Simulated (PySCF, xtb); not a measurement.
BaF2, SMILES [F][Ba][F].

GFN2-xTB (xtb) at its own geometry gives an orbital gap of 1.34 eV and a dipole moment of 7.01 D.

Geometry optimised at B3LYP-D3(BJ)/def2-TZVP. The isomer is the one that the SMILES or the coordinates give; other isomers of the formula were not compared. The def2 effective core potentials stand for the cores of Ba; spin–orbit coupling is left out.

### Question
What does ωB97X/def2-TZVPD run with PySCF give? (Estimate from the structure and the level; the computed values follow.)

### Answer
gap 10.73 eV (levels -10.67 and 0.05 eV), dipole 7.00 D.
